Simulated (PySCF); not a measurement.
acetamide (C₂H₅NO), singlet, at a GFN2-xTB geometry. Base run: B3LYP/6-31G run with PySCF.

PySCF was given this input:
```python
from pyscf import gto, scf, dft

mol = gto.Mole()
mol.atom = '''
    O     0.423788    1.313354   -0.109836
    C     0.078837    0.159624   -0.013024
    N     0.973498   -0.854778    0.086367
    C    -1.363696   -0.299149    0.009924
    H     0.689990   -1.814131    0.166908
    H    -2.017251    0.563523   -0.073322
    H    -1.551838   -0.975164   -0.821075
    H    -1.572827   -0.821031    0.940975
    H     1.956287   -0.639434    0.079237
'''
mol.basis = '6-31g'
mol.charge = 0
mol.spin = 0
mol.verbose = 4
mol.build()

mf = dft.RKS(mol)
mf.xc = 'b3lyp'
mf.kernel()
```

Variants of this job, named by their change:

```tsv
change	ΔE vs base (µEh)	fitting functions	dipole (D)
base	0.0	-	3.99
auxbasis = even-tempered beta=3.0	?	?	?
auxbasis = cc-pvtz-jkfit	-37.7	466	3.99
auxbasis = even-tempered beta=2.0	?	?	?
auxbasis = cc-pvtz-ri	-208	474	3.99
auxbasis = cc-pvqz-jkfit	-25.5	679	3.99
auxbasis = def2-tzvp-ri	-158	379	3.99
exchange = seminumerical (SGX) (with mf = sgx.sgx_fit(mf, auxbasis='def2-universal-jfit'); with mf.with_df.dfj = True)	-191	251	3.98
auxbasis = def2-universal-jfit	?	251	3.98
auxbasis = cc-pvdz-jkfit	-30.7	395	3.99
```

**Question.** What belongs in the gaps?

**Answer.** 
- auxbasis = even-tempered beta=3.0, ΔE vs base (µEh): -5679
- auxbasis = even-tempered beta=3.0, fitting functions: 227
- auxbasis = even-tempered beta=3.0, dipole (D): 4.01
- auxbasis = even-tempered beta=2.0, ΔE vs base (µEh): -3829
- auxbasis = even-tempered beta=2.0, fitting functions: 341
- auxbasis = even-tempered beta=2.0, dipole (D): 4.00
- auxbasis = def2-universal-jfit, ΔE vs base (µEh): 450

A fitting set is made for a task (jfit for Coulomb, jkfit for Coulomb and exchange, ri for correlation) and for a family of orbital bases.
